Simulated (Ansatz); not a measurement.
Geometry optimisation, Ansatz, RKS PBE-D4/def2-SVP.

Input:

```yaml
crystal:
  periodic: [false, false, false]
  atoms:
    - { symbol: B, position_ang: [-0.009253, -0.466327, -0.342779] }
    - { symbol: F, position_ang: [0.39273, 0.196335, 2.054751] }
    - { symbol: F, position_ang: [1.043086, 0.1356, -0.895294] }
    - { symbol: F, position_ang: [-1.182718, 0.16504, -0.430977] }
    - { symbol: Si, position_ang: [0.108465, -2.274662, 0.451192] }
    - { symbol: H, position_ang: [-0.525216, -3.336177, -0.410932] }
    - { symbol: H, position_ang: [1.522582, -2.668682, 0.773091] }
    - { symbol: H, position_ang: [-0.680155, -2.272126, 1.75147] }
    - { symbol: H, position_ang: [-0.185222, -0.463401, 2.376877] }
basis:
  gaussian: { orbitals: def2-SVP }
hamiltonian:
  xc: pbe
  dispersion: d4
relax:
  f_tol: 0.03
  max_steps: 50
```

Run as:

```bash
$ ansatz run input.yaml --threads 2 --pin off --max-ram 3072MiB --backend cpu --events-out ev --progress --plain --runs-dir out
```

Question: Where does it end, and by what steps?

Answer: The forces met the threshold. After 24 steps the energy has fallen by 0.065 eV; H9 moved furthest, 0.95 Å.

```
step  energy less start (eV)  largest force component (eV/Å)  accepted
   0                  0.0000                           0.769       yes
   1                 -0.0169                           0.564       yes
   2                  0.0036                           1.159        no
   3                 -0.0242                           0.232       yes
   4                 -0.0267                           0.193       yes
   5                 -0.0270                           0.117       yes
   6                 -0.0290                           0.071       yes
   7                 -0.0307                           0.071       yes
   8                 -0.0309                           0.321       yes
   9                 -0.0353                           0.049       yes
  10                  0.0197                           2.097        no
  11                 -0.0391                           0.053       yes
  12                 -0.0391                           0.543        no
  13                 -0.0410                           0.050       yes
  14                 -0.0414                           0.143       yes
  15                 -0.0449                           0.253       yes
  16                 -0.0461                           0.650       yes
  17                 -0.0506                           0.377       yes
  18                 -0.0550                           0.206       yes
  19                 -0.0596                           0.426       yes
  20                 -0.0535                           0.784        no
  21                 -0.0626                           0.222       yes
  22                 -0.0637                           0.101       yes
  23                 -0.0644                           0.103       yes
  24                 -0.0649                           0.007       yes
```

```xyz
9
Properties=species:S:1:pos:R:3
B -0.045 -0.520 -0.185
F 0.607 0.111 2.115
F 0.859 0.058 -0.970
F -1.119 0.240 0.123
Si 0.091 -2.449 0.437
H -0.249 -3.393 -0.688
H 1.490 -2.749 0.897
H -0.872 -2.702 1.565
H -0.277 0.420 2.036
```

Run time: 39 s on 2 threads of Arm Neoverse V1, on a shared host, peak memory 0.13 GiB.
